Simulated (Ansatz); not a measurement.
A structure relaxed at B3LYP-D4/def2-TZVP in Ansatz, charge 0, singlet:

```xyz
5

Li    0.9282    0.9298    0.0652
Nb   -0.8644   -0.7987   -0.5344
O    -0.5656    0.3202    1.0980
O     0.4721   -0.7056    0.9525
O     0.0296    0.2543   -1.5813
```

Q: Give its formula and point group.

A: LiNbO3 (the lowest singlet isomer of a short search). Point group Cs (tolerance 0.1 Å).

Q: Summarise the bond lengths by kind (pairs closer than 1.2 times the sum of covalent radii, bridged metal pairs left out).

A: 3 × Nb–O 1.73 to 2.00 Å; 3 × Li–O 1.92 to 1.99 Å; 1 × O–O 1.47 Å. The metal has 4 neighbours: Li 2.56 Å, O 2.00 Å, O 2.00 Å, O 1.73 Å.

In the def2 sets Nb takes a core potential; there is no spin–orbit coupling. The structure holds one bond between oxygen atoms, so isomers without such links may lie far lower. The restricted singlet is unstable towards broken spin symmetry at other levels; at B3LYP-D4/def2-TZVP this wasn't settled. The relaxation made no stability test and no search for a lower SCF solution. At B3LYP-D4/def2-TZVP a triplet of charge 0 lies 0.48 eV below the restricted singlet, each at its own geometry. The structure comes from a short search, and lower isomers may exist.
